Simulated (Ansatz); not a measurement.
Cost and result for the atomization energy of `CC(F)[SiH3]` (11 atoms, 10 bonds).

Cartesian coordinates in Å:
```
C -0.175 -1.357 0.384
C 0.055 -0.263 -0.630
F -1.008 -0.259 -1.545
Si 0.183 1.481 0.117
H -1.078 -1.169 0.969
H -0.280 -2.324 -0.113
H 0.673 -1.417 1.072
H 0.961 -0.479 -1.210
H 1.359 1.525 1.028
H -1.050 1.777 0.890
H 0.358 2.486 -0.962
```

Total charge 0; spin multiplicity 1. The geometry is a stationary point of PBE0-D4/def2-TZVP. Program: Ansatz. All runs use 2 threads of an Arm Neoverse V1 on a shared host. Times are those of one run each, without the atoms' runs, and a repeat can differ threefold. Electronic energies, without spin–orbit coupling; frozen cores. CCSD(T)/CBS adds CCSD(T) − MP2 in def2-TZVPP to the MP2 limit, and its time is that of the two runs behind it. T1 = 0.011. HSE06 is the plane-wave form, built on full-range PBE exchange.

CCSD(T)/CBS is a level of theory with its own doubt, some kJ/mol a heavy atom from the limit and from the frozen cores, so smaller differences don't rank the functionals.

| level | functions | wall time |
| --- | --- | --- |
| LDA (SPW92)/def2-TZVPP | 233 | 1.8 s |
| BLYP-D4/def2-TZVPP | 233 | 3 s |
| PBE0-D4/def2-TZVPP | 233 | 4.3 s |
| HSE06-D4/def2-TZVPP | 233 | 4.7 s |
| CAM-B3LYP-D4/def2-TZVPP | 233 | 4.8 s |
| CCSD(T)/def2-SVP | 95 | 6 s |
| r2SCAN-D4/def2-TZVPP (with forces) | 233 | 7.5 s |
| B2PLYP/def2-TZVPP | 233 | 8 s |
| B97M-V/def2-TZVPP | 233 | 15 s |
| ωB97M-V/def2-TZVPP (with forces) | 233 | 18 s |
| MP2/def2-QZVPP | 451 | 36 s |
| CCSD(T)/def2-TZVPP | 233 | 7.9 min |
| CCSD(T)/CBS(def2) | – | 8.5 min |

(1) What atomization energy does each give, and how far from CCSD(T)/CBS? (Estimate.)

## Answers

(1) Ansatz gave: 
```
                             level  atomization (kJ/mol)  difference from CCSD(T)/CBS  per bond
            LDA (SPW92)/def2-TZVPP                4375.3                        502.4      50.2
                BLYP-D4/def2-TZVPP                3851.8                        -21.1      -2.1
                PBE0-D4/def2-TZVPP                3862.5                        -10.4      -1.0
               HSE06-D4/def2-TZVPP                3864.8                         -8.1      -0.8
           CAM-B3LYP-D4/def2-TZVPP                3893.4                         20.5       2.0
                  CCSD(T)/def2-SVP                3682.1                       -190.8     -19.1
r2SCAN-D4/def2-TZVPP (with forces)                3873.7                          0.8       0.1
                 B2PLYP/def2-TZVPP                3829.4                        -43.5      -4.3
                 B97M-V/def2-TZVPP                3875.0                          2.1       0.2
  ωB97M-V/def2-TZVPP (with forces)                3879.9                          7.0       0.7
                    MP2/def2-QZVPP                3859.9                        -13.0      -1.3
                CCSD(T)/def2-TZVPP                3783.3                        -89.6      -9.0
                 CCSD(T)/CBS(def2)                3872.9                          0.0       0.0
```

From r2SCAN to r2SCAN0 (25 % exact exchange), in def2-TZVPP and without D4, the atomization energy moves by −43.8 kJ/mol: exact exchange takes away binding that semilocal exchange gives to molecules. At CCSD(T), def2-SVP lies −190.8 kJ/mol from the extrapolated value and def2-TZVPP −89.6 kJ/mol: correlation converges slowly with the basis, and small sets miss more of it in the bonded molecule than in its fragments. In def2-TZVPP, CCSD(T) changes the Hartree–Fock value by +873.4 kJ/mol (the triples alone add +42.3 kJ/mol) and MP2 by +897.0 kJ/mol; breaking electron pairs costs correlation energy, which Hartree–Fock lacks.
